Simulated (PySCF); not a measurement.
Match the calculated data to a structure.

All candidates are C6H15NSSi.

* 13C NMR: chemical shifts (computed TMS as zero) by class: 189.3 (1 C), 46.1 (1 C), 36.7 (1 C), 31.3 (1 C), 22.8 (2 C) ppm [GIAO PBE0/pcSseg-1]
* Rotational structure: rotational constants A, B, C: 1.922, 0.498, 0.464 GHz [GFN2-xTB]
* NMR, other nuclei: isotropic shieldings of nuclei other than C and H, by class: -67 (1 N), 401 (1 Si), 688 (1 S) ppm [GIAO PBE0/pcSseg-1]
* 1H NMR: chemical shifts (computed TMS as zero) by class: 10.28 (1 H), 4.58 (3 H), 2.78 (1 H), 2.42 (2 H), 2.34 (2 H), 1.14 (6 H) ppm [GIAO PBE0/pcSseg-1]
* Dipole: 1.76 D [PBE0/pcSseg-1]

Gas-phase values; electronic properties from PySCF, density fitting. Levels stand in brackets. Isolated species at its GFN2-xTB geometry (one conformer only). GFN2-xTB frequencies show an imaginary mode (32i cm⁻¹), so this geometry is no minimum at that level. Each NMR value is the plain mean over a class of atoms that symmetry, rotation or inversion makes alike.

Problem. Which candidate is it?
A. `C=C[C@@](C)(N)C[SiH2]SC`
B. `CN[SiH2]C/C(C)=C\SC`
C. `[H]/N=C(\CCS[SiH3])C(C)C`

Solution. C. It is `[H]/N=C(\CCS[SiH3])C(C)C`. Numbering: `[H]/[N:5]=[C:4](/[CH:2]([CH3:1])[CH3:3])[CH2:6][CH2:7][S:8][SiH3:9]`. Its formula, C6H15NSSi, gives 1 degree of unsaturation: 0 rings and 1 π bond in the structure found. 6 carbons fall into 5 classes; from least to most shielded: imine carbon [C4] (189.3 ppm), sp3 CH carbon [C2] (46.1 ppm), chain CH2 carbon [C6] (36.7 ppm), sp3 carbon bound to sulfur [C7] (31.3 ppm), methyl carbon [C1/C3] (22.8 ppm, 2 C). Hydrogen classes from least to most shielded: 1 H on an imine nitrogen, N5 (10.28 ppm), 3 H on an SiH3 silicon, Si9 (4.58 ppm), 1 H on an sp3 CH carbon, C2 (2.78 ppm), 2 H on an sp3 carbon bound to sulfur, C7 (2.42 ppm), 2 H on a chain CH2 carbon, C6 (2.34 ppm), 6 H on 2 methyl carbons, C1/C3 (1.14 ppm). The other shieldings belong to: -67 ppm, imine nitrogen [N5]; 401 ppm, SiH3 silicon [Si9]; 688 ppm, sulfur bonded to C and Si [S8]. The optimised geometry has point group C1 and is an asymmetric top.

The others, at the same levels:
- `C=C[C@@](C)(N)C[SiH2]SC` fails: it has 6 carbon classes against 5; its computed 13C shifts are 157.7 (1 C), 118.8 (1 C), 54.0 (1 C), 31.9 (1 C), 27.9 (1 C), 14.6 (1 C) ppm, 1H shifts are 6.37 (1 H), 5.33 (1 H), 5.23 (1 H), 4.70 (1 H), 4.60 (1 H), 1.97 (3 H), 1.67 (1 H), 1.37 (3 H), 1.18 (1 H), 0.93 (2 H) ppm and rotational constant A is 2.267 GHz (against 1.922 GHz).
- `CN[SiH2]C/C(C)=C\SC` fails: it has 6 carbon classes against 5; its computed 13C shifts are 134.3 (1 C), 127.1 (1 C), 31.7 (1 C), 27.6 (1 C), 22.5 (1 C), 21.5 (1 C) ppm, 1H shifts are 5.25 (1 H), 4.65 (2 H), 2.78 (3 H), 2.21 (3 H), 2.06 (2 H), 1.88 (3 H), -0.06 (1 H) ppm and rotational constant A is 1.548 GHz (against 1.922 GHz).

Each candidate is one conformer, not necessarily the lowest. The conformers computed, where there is a choice (atom-mapped SMILES and torsion angles):
- `[H]/[N:5]=[C:4](/[CH:2]([CH3:1])[CH3:3])[CH2:6][CH2:7][S:8][SiH3:9]`: C1–C2–C4–N5 -115°, C2–C4–C6–C7 176°, C4–C6–C7–S8 -176°, C6–C7–S8–Si9 -73°
- `[CH3:1][NH:2][SiH2:3][CH2:4]/[C:5]([CH3:6])=[CH:7]\[S:8][CH3:9]`: C1–N2–Si3–C4 60°, N2–Si3–C4–C5 -176°, Si3–C4–C5–C6 -80°, C5–C7–S8–C9 167°

The conformers of `C=C[C@@](C)(N)C[SiH2]SC` aren't listed.
